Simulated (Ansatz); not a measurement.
One change: `C[SiH2][Se][Se]C` becomes `C=C[Se][SiH2]C`.

Ansatz, PBE0-D4/def2-TZVP geometries, multiplicity 1. Each molecule was computed in one conformer, which needn't be the lowest.

Scalar relativity is left out up to krypton.

```tsv
property	`C[SiH2][Se][Se]C`
HOMO–LUMO gap (PBE0/def2-TZVPP) / eV	5.08
LUMO energy (PBE0/def2-TZVPP) / eV	-1.37
HOMO energy (PBE0/def2-TZVPP) / eV	-6.46
HOMO–LUMO gap (PBE/def2-TZVPP) / eV	3.11
HOMO–LUMO gap (B3LYP/def2-TZVPP) / eV	4.64
size of the dipole moment (PBE/def2-TZVPP) / D	1.45
```

Question: Give the same properties after the change, and the shifts. (Estimate.)

Answer: Computed: 
| property | `C=C[Se][SiH2]C` | shift |
| --- | --- | --- |
| HOMO–LUMO gap (PBE0/def2-TZVPP) / eV | 6.25 | 1.17 |
| LUMO energy (PBE0/def2-TZVPP) / eV | -0.09 | 1.28 |
| HOMO energy (PBE0/def2-TZVPP) / eV | -6.34 | 0.12 |
| HOMO–LUMO gap (PBE/def2-TZVPP) / eV | 4.32 | 1.21 |
| HOMO–LUMO gap (B3LYP/def2-TZVPP) / eV | 5.82 | 1.18 |
| size of the dipole moment (PBE/def2-TZVPP) / D | 0.93 | -0.52 |

With PBE0 the HOMO rises by 0.12 eV and the LUMO rises by 1.28 eV, so the gap widens by about 1.16 eV. PBE moves the HOMO by 0.03 eV and ωB97M-V by 0.16 eV. Dipoles are sizes alone; their direction can turn.

B3LYP here is the variant with VWN-RPA as its local correlation; programs differ in this.

Spin–orbit coupling is left out; it splits and shifts lone-pair levels of the heavy atoms by tenths of an eV.
